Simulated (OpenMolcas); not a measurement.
Fe2+ (d6) among equal point charges was computed by CASSCF with the d shell active (OpenMolcas, ANO-RCC-VDZP on the metal). Its lowest spin-free states, and all those of the highest spin:

| 2S+1 | Degeneracy | E (cm-1) |
| --- | --- | --- |
| 5 | 2 | 0.0 |
| 5 | 1 | 3163 |
| 5 | 1 | 5497 |
| 5 | 1 | 12030 |
| 3 | 2 | 20045 |
| 3 | 1 | 20693 |
| 3 | 1 | 22031 |
| 3 | 1 | 23186 |
| 3 | 2 | 23207 |
| 3 | 2 | 23802 |
| 3 | 1 | 24163 |
| 3 | 1 | 26237 |

**Question.** Is the site octahedral, tetrahedral or cube-like, axial, or of lower symmetry?

**Answer.** The states with 2S+1 = 5 have orbital degeneracies 2, 1, 1, 1. There are pairs but no triples, so the site is axial: not cubic, but with a proper or improper axis of order three or more. The run had Fe2+ among 5 point charges of -2 e arranged as a square pyramid (C4v), 1.97 Å from the ion, with the axial distance 1.990 Å. The active orbitals were held to one l.

An orbital doublet at a regular site is open to a Jahn-Teller distortion, which this geometry leaves out. Without dynamic correlation the repulsion within the d shell is too large (B by tens of per cent), so at a given field states of lower spin stand too high. This is an electrostatic model: the charges have no orbitals. An unlabelled pair can be two single states that coincide in this model. No measured value stands beside these numbers.
